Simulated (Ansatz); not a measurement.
Reaction (formal exchange of groups at a B–B bond): `CB([SiH3])BS` + `CCSC` → `CSBS` + `CCB(C)[SiH3]`

Gas-phase electronic energies from Ansatz, PBE0-D4/def2-TZVP geometries. CCSD(T)/CBS is the MP2 limit (def2-TZVPP, def2-QZVPP) plus CCSD(T) − MP2 in def2-TZVPP, frozen cores. DFT in def2-TZVPP. One conformer a species, not always the lowest.

`CB([SiH3])BS`:

Z-matrix (Å, degrees):
```
C
B 1 1.563
H 1 1.092 2 115.6
H 1 1.104 2 103.4 3 -114.9
H 1 1.092 2 115.2 3 130.0
Si 2 2.029 1 118.1 3 24.1
B 2 1.648 1 124.5 3 -157.3
H 6 1.494 2 106.7 1 -84.5
H 6 1.492 2 111.6 1 32.5
H 6 1.489 2 114.9 1 156.2
S 7 1.778 2 124.4 1 -86.1
H 7 1.199 2 123.1 1 96.5
H 11 1.346 7 100.4 2 1.9
```

`CCSC`:

```xyz
12

C    -0.265    0.095    1.505
C     0.159    1.021    0.382
S    -0.651    0.714   -1.201
C     0.076   -0.868   -1.644
H    -0.005   -0.943    1.287
H     0.235    0.370    2.438
H    -1.344    0.146    1.663
H     1.242    0.991    0.230
H    -0.098    2.057    0.621
H     1.166   -0.801   -1.684
H    -0.221   -1.663   -0.958
H    -0.293   -1.117   -2.639
```

`CSBS`:

Cartesian coordinates in Å:
```
C 1.460 -0.158 -0.759
S -0.301 0.249 -0.857
B -0.864 0.016 0.810
S -2.561 0.284 1.302
H 1.873 -0.041 -1.760
H 1.597 -1.188 -0.433
H 1.972 0.520 -0.079
H -0.113 -0.332 1.669
H -3.063 0.650 0.108
```

`CCB(C)[SiH3]`:

Z-matrix (Å, degrees):
```
C
C 1 1.541
H 1 1.093 2 111.6
H 1 1.093 2 111.6 3 -120.5
H 1 1.092 2 110.8 3 119.8
B 2 1.567 1 105.9 3 59.6
H 2 1.094 1 108.6 3 -177.9
H 2 1.096 1 108.8 3 -60.8
Si 6 2.030 2 118.4 1 90.0
C 6 1.560 2 120.3 1 -90.3
H 9 1.495 6 108.1 2 83.6
H 9 1.493 6 112.0 2 -33.5
H 9 1.491 6 114.8 2 -156.9
H 10 1.094 6 114.3 2 17.7
H 10 1.103 6 104.7 2 -98.2
H 10 1.092 6 115.3 2 146.5
```

```csv
level,ΔE (kcal/mol)
r2SCAN-D4,-28.5
PBE0,-27.8
```

Problem. What does CCSD(T)/CBS give? (Best estimate.)

Solution. The calculation gave: -28.2 kcal/mol. The listed levels differ from it by -0.3, 0.4 kcal/mol.

Largest T1 diagnostic among the species: 0.014.

In def2-TZVPP, CCSD(T) changes the Hartree–Fock value by −0.8 kcal/mol (the triples alone add −0.2 kcal/mol) and MP2 by −2.3 kcal/mol.
